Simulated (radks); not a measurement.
Question: Neutral cerium, configuration [Kr] 4d10 4f2 5s2 5p5 5d1 6s2 (not the ground configuration). Method: scalar-relativistic Kohn-Sham, PBE, spin-polarised, spherical densities, finite nucleus; open shells are filled with parallel spins first (spin-orbit coupling, left out, can overturn this in heavy ions); Fermi nuclear charge, rms radius 4.8771 fm; computed with a radial shooting solver on a logarithmic mesh with Libxc functionals. Some entries of the table are withheld. Estimate them.

orbital,occ.,eigenvalue (hartree),<r^2> (bohr^2),<r> (bohr)
1s up,1,-1479.650,0.0008209,0.02457
1s down,1,-1479.648,0.0008209,0.02457
2s up,1,-236.7906,0.01306,0.1052
2s down,1,-236.7885,0.01306,0.1052
2p up,3,-212.0710,0.01041,0.09236
2p down,3,-212.0684,0.01041,0.09236
3s up,1,-50.84089,0.08871,0.2786
3s down,1,-50.82262,0.08866,0.2786
3p up,3,-42.97732,0.08873,0.2767
3p down,3,-42.95880,0.08868,0.2766
3d up,5,-31.80477,0.07580,0.2536
3d down,5,-31.78958,0.07573,0.2535
4s up,1,-10.17988,0.4603,0.6387
4s down,1,-10.12614,0.4599,0.6385
4p up,3,-7.61993,0.5211,0.6770
4p down,3,-7.56536,0.5204,0.6766
4d up,5,-3.93791,0.6520,0.7495
4d down,5,-3.88079,0.6500,0.7484
5s up,1,-1.48084,2.640,1.533
5s down,1,-1.40356,2.656,1.537
5p up,3,-0.85522,3.588,1.780
5p down,2,-0.78161,3.662,1.796
6s up,1,-0.14530,20.82,4.290
6s down,1,-0.12658,22.94,4.500
5d up,1,-0.12635,10.21,2.917
4f up,2,-0.12506,(1),1.208
5d down,0,-0.08184,13.01,3.255
4f down,0,-0.06024,(2),1.240
6p up,0,-0.05341,38.49,5.799
6p down,0,-0.04463,43.89,6.181

Answer: 
(1) 4f up <r^2> (bohr^2): 2.015
(2) 4f down <r^2> (bohr^2): 2.218
